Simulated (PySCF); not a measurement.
H3MgNO, SMILES [NH2][Mg][OH]. Atoms are numbered in the order given.

```xyz
6

Mg     0.0444    -0.0148     0.0000
O      1.8243     0.0675     0.0000
H      2.6749    -0.3619     0.0000
N     -1.8444    -0.0021     0.0000
H     -2.4459     0.0074    -0.8134
H     -2.4459     0.0074     0.8134
```

Coordinates come from a TPSSh-D3(BJ)/def2-TZVP optimisation. The values are those of a single conformer.

These are B3LYP/pcJ-1 (PySCF) values and carry that method's errors.

Isotropic couplings with Fermi-contact, spin-dipole and both spin-orbit terms, one fixed conformer, no vibrational averaging. Isotopes: 14N, 1H.

**Question.** Estimate the spin–spin coupling constants. (An estimate is asked for; the answer gives what the named calculation found.)

**Answer.** 
| pair | bonds apart | J (Hz) |
|---|---|---|
| N4–H5 | 1 | 51.4 |
| N4–H6 | 1 | 51.4 |
| H5–H6 | 2 | -9.4 |
| H3–N4 | 3 | 0.6 |
| H3–H5 | 4 | -0.4 |
| H3–H6 | 4 | -0.4 |
